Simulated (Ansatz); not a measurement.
`[NH2][InH][OH]` and `[NH2][InH][Cl]` differ in one atom or group.

Ansatz, PBE0-D4/def2-TZVP geometries, multiplicity 1. Each molecule was computed in one conformer, which needn't be the lowest.

Elements past krypton have def2 core potentials.

```
                                                                                  property  `[NH2][InH][OH]`
                                                         HOMO energy (PBE/def2-TZVPP) / eV             -5.76
                                                      HOMO–LUMO gap (PBE0/def2-TZVPP) / eV              6.33
                                                     LUMO energy (ωB97M-V/def2-TZVPP) / eV              0.59
                                          size of the dipole moment (B3LYP/def2-TZVPP) / D              1.91
ideal-gas entropy at 298 K and 1 bar (rigid rotor, harmonic PBE0-D4/def2-TZVP) / J/(mol·K)               317
                                                        LUMO energy (PBE0/def2-TZVPP) / eV             -0.79
```

Problem. Give the same properties after the change, and the shifts. (Estimate.)

Solution. Computed: 
```json
{"property": "HOMO energy (PBE/def2-TZVPP) / eV", "`[NH2][InH][Cl]`": "-6.16", "shift": "-0.40"}
{"property": "HOMO–LUMO gap (PBE0/def2-TZVPP) / eV", "`[NH2][InH][Cl]`": "6.29", "shift": "-0.04"}
{"property": "LUMO energy (ωB97M-V/def2-TZVPP) / eV", "`[NH2][InH][Cl]`": "0.27", "shift": "-0.32"}
{"property": "size of the dipole moment (B3LYP/def2-TZVPP) / D", "`[NH2][InH][Cl]`": "3.09", "shift": "1.18"}
{"property": "ideal-gas entropy at 298 K and 1 bar (rigid rotor, harmonic PBE0-D4/def2-TZVP) / J/(mol·K)", "`[NH2][InH][Cl]`": "321", "shift": "4"}
{"property": "LUMO energy (PBE0/def2-TZVPP) / eV", "`[NH2][InH][Cl]`": "-1.22", "shift": "-0.43"}
```

With PBE0 the HOMO falls by 0.37 eV and the LUMO falls by 0.43 eV, so the gap narrows by about 0.06 eV. PBE moves the HOMO by -0.40 eV and ωB97M-V by -0.35 eV. The zero-point energy changes by -31.2 kJ/mol with -3 modes. Dipoles are sizes alone; their direction can turn.

B3LYP here is the variant with VWN-RPA as its local correlation; programs differ in this.
